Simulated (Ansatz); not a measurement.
`[Cl][Al]1[CH2][NH]1` at its PBE0-D4/def2-TZVP geometry, where that method's forces vanish. The species carries charge 0 and has multiplicity 1.

| atom | x (Å) | y (Å) | z (Å) |
| --- | --- | --- | --- |
| Cl1 | -2.613 | 1.179 | 1.459 |
| Al2 | -0.952 | 0.394 | 0.497 |
| C3 | 0.214 | -0.612 | -0.620 |
| N4 | 0.749 | 0.443 | 0.340 |
| H5 | 0.356 | -0.391 | -1.680 |
| H6 | 0.510 | -1.639 | -0.395 |
| H7 | 1.735 | 0.626 | 0.399 |

Problem. For each bond, give half the difference of the two atoms' forces along it (eV/Å; positive pushes the atoms apart) under PBE-D4, r2SCAN-D4, B3LYP-D4, ωB97M-V in def2-TZVPP. (Best estimate.)

Solution. Ansatz gave: 
| bond | length (Å) | PBE-D4 | r2SCAN-D4 | B3LYP-D4 | ωB97M-V |
| --- | --- | --- | --- | --- | --- |
| Cl1–Al2 | 2.073 | -0.01 | 0.01 | 0.07 | 0.05 |
| Al2–C3 | 1.902 | 0.21 | 0.09 | 0.14 | 0.05 |
| Al2–N4 | 1.710 | 0.21 | 0.05 | 0.07 | 0.05 |
| C3–N4 | 1.523 | 0.25 | 0.30 | 0.34 | 0.28 |
| C3–H5 | 1.092 | 0.05 | -0.06 | -0.14 | -0.12 |
| C3–H6 | 1.092 | 0.05 | -0.06 | -0.13 | -0.12 |
| N4–H7 | 1.005 | 0.13 | -0.03 | -0.09 | -0.13 |

B3LYP here is the variant with VWN-RPA as its local correlation; programs differ in this.
